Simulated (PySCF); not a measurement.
Structure problem from calculated spectra and properties.

Formula: C4H10Cl2Si2.

| Quantity | Value |
| --- | --- |
| Dipole | 2.91 D [PBE0/pcSseg-1] |
| Rotational structure | rotational constants A, B, C: 1.059, 0.755, 0.532 GHz [GFN2-xTB] |
| 1H NMR | chemical shifts (computed TMS as zero) by class: 6.61 (1 H), 4.47 (2 H), 3.64 (2 H), 3.59 (3 H), 2.57 (2 H) ppm [GIAO PBE0/pcSseg-1] |
| 13C NMR | chemical shifts (computed TMS as zero) by class: 147.2 (1 C), 146.0 (1 C), 51.7 (1 C), 38.1 (1 C) ppm [GIAO PBE0/pcSseg-1] |
| NMR, other nuclei | isotropic shieldings of nuclei other than C and H, by class: 430 (1 Si), 465 (1 Si), 673 (1 Cl), 856 (1 Cl) ppm [GIAO PBE0/pcSseg-1] |

Gas-phase values; electronic properties from PySCF, density fitting. Levels stand in brackets. Geometry: GFN2-xTB, one conformer, isolated molecule. GFN2-xTB frequencies show an imaginary mode (38i cm⁻¹), so this geometry is no minimum at that level. Each NMR value is the plain mean over a class of atoms that symmetry, rotation or inversion makes alike.

Task: Give a SMILES that accounts for the data.

Result: Numbering: `[SiH3:1][SiH2:2]/[C:3]([Cl:4])=[CH:5]\[CH2:6][CH2:7][Cl:8]`. Its formula, C4H10Cl2Si2, gives 1 degree of unsaturation: 0 rings and 1 π bond in the structure found. 4 carbons fall into 4 classes; from least to most shielded: alkene CH carbon [C5] (147.2 ppm), vinylic C–Cl carbon [C3] (146.0 ppm), sp3 C–Cl carbon [C7] (51.7 ppm), allylic carbon [C6] (38.1 ppm). Hydrogen classes from least to most shielded: 1 H on an alkene CH carbon, C5 (6.61 ppm), 2 H on an SiH2 silicon, Si2 (4.47 ppm), 2 H on an sp3 C–Cl carbon, C7 (3.64 ppm), 3 H on an SiH3 silicon, Si1 (3.59 ppm), 2 H on an allylic carbon, C6 (2.57 ppm). The other shieldings belong to: 430 ppm, SiH2 silicon [Si2]; 465 ppm, SiH3 silicon [Si1]; 673 ppm, vinyl chlorine [Cl4]; 856 ppm, alkyl chlorine [Cl8]. The optimised geometry has point group C1 and is an asymmetric top. Structure: `[SiH3][SiH2]/C(Cl)=C\CCCl`. Computed isomers that give other values at the same levels: `Cl[SiH2]C[SiH2]C1(Cl)CC1` (13C chemical shifts (computed TMS as zero) by class: 32.9 (1 C), 16.3 (2 C), -2.1 (1 C) ppm). The assignments are read from this structure; whether some other isomer fits the data as well wasn't checked.

The values belong to the conformer `[SiH3:1][SiH2:2]/[C:3]([Cl:4])=[CH:5]\[CH2:6][CH2:7][Cl:8]`: Si1–Si2–C3–Cl4 63°, C3–C5–C6–C7 100°, C5–C6–C7–Cl8 -66°.
